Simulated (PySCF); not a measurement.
B2F4, SMILES FB(F)B(F)F (connectivity only; charge and spin as stated), charge +1, multiplicity 2. Atoms are numbered in the order given.

```xyz
6

F     -1.4825    -0.8601     0.8194
B     -1.0321     0.0000     0.0000
F     -1.4825     0.8601    -0.8194
B      1.0321     0.0000     0.0000
F      1.4825    -0.8601    -0.8194
F      1.4825     0.8601     0.8194
```
Charge +1, spin multiplicity 2.

Geometry optimised at B3LYP-D3(BJ)/def2-SVP. The multiplicity is an assumed one; other spin states were not compared. The values are those of a single conformer.

Method: PBE0/def2-TZVP (PySCF).

ESP charges are fitted to the potential on shells at 1.4 to 2.0 van der Waals radii. Atomic charges (e):

```csv
atom,ESP fit,meta-Löwdin,Mulliken spin
F1,-0.02,-0.14,0.09
B2,0.54,0.78,0.32
F3,-0.02,-0.14,0.09
B4,0.54,0.78,0.32
F5,-0.02,-0.14,0.09
F6,-0.02,-0.14,0.09
```

Question: Give the Mayer and Wiberg (Löwdin basis) orders of the bonds. (An estimate is asked for; the answer gives what the named calculation found.)

Answer: 
```
bond   Mayer  Wiberg
-----  -----  ------
F1–B2   1.49    2.29
B2–F3   1.49    2.29
B4–F5   1.49    2.29
B4–F6   1.49    2.29
```
